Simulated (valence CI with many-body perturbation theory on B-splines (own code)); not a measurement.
**Lu³⁰⁺: fill in the table**

Computed by relativistic CI+MBPT: five valence electrons over a frozen Dirac-Fock core [Kr], radial functions for each j: 7 s, 7 p, 8 d, 6 f, 4 g, 1 h, with the one-electron correlation potential Σ1 (screened to all orders), the two-electron term Σ2, the three-electron term Σ3, Breit, model QED; selected single and double excitations, second order for the rest, scaled by the run's own slope (own B-spline code, finite nucleus).

The last digits are not significant, and no measured levels were compared; by estimate large intervals hold to a few tenths of a per cent, small ones and those within an open d or f shell to about a per cent. The list stops below the first excitations out of the core.

| Level | E (cm⁻¹) |
| --- | --- |
| (4d3/2^4 4d5/2) J=5/2 | 0.0 |
| (4d3/2^3 4d5/2^2) J=5/2 [a] | ? |
| (4d3/2^3 4d5/2^2) J=7/2 [a] | 112160 |
| (4d3/2^3 4d5/2^2) J=3/2 [a] | ? |
| (4d3/2^3 4d5/2^2) J=11/2 | 119240 |
| (4d3/2^3 4d5/2^2) J=9/2 | 129800 |
| (4d3/2^3 4d5/2^2) J=5/2 [b] | 136150 |
| (4d3/2^3 4d5/2^2) J=1/2 | ? |
| (4d3/2^3 4d5/2^2) J=7/2 [b] | 151860 |
| (4d3/2^3 4d5/2^2) J=3/2 [b] | ? |
| (4d3/2^2 4d5/2^3) J=5/2 [a] | ? |
| (4d3/2^2 4d5/2^3) J=7/2 [a] | 209060 |
| (4d3/2^2 4d5/2^3) J=11/2 | 214010 |
| (4d3/2^2 4d5/2^3) J=9/2 [a] | 218930 |
| (4d3/2^2 4d5/2^3) J=1/2 [a] | 225150 |
| (4d3/2^2 4d5/2^3) J=13/2 | 230610 |
| (4d3/2^2 4d5/2^3) J=3/2 [a] | 231940 |
| (4d3/2^2 4d5/2^3) J=5/2 [b] | 235850 |
| (4d3/2^2 4d5/2^3) J=9/2 [b] | ? |
| (4d3/2^2 4d5/2^3) J=7/2 [b] | 258300 |

Levels are named by their leading jj configuration (3d3/2^4 stands for four electrons in 3d with j = 3/2), which in mixed levels can hold well under half, so a name can repeat and another be missing. Letters in brackets count levels of one name in rising energy.

The levels stand in rising order. What does the calculation give for the missing energies?

(4d3/2^3 4d5/2^2) J=5/2 [a] 77266; (4d3/2^3 4d5/2^2) J=3/2 [a] 115670; (4d3/2^3 4d5/2^2) J=1/2 141980; (4d3/2^3 4d5/2^2) J=3/2 [b] 188710; (4d3/2^2 4d5/2^3) J=5/2 [a] 189500; (4d3/2^2 4d5/2^3) J=9/2 [b] 253360.
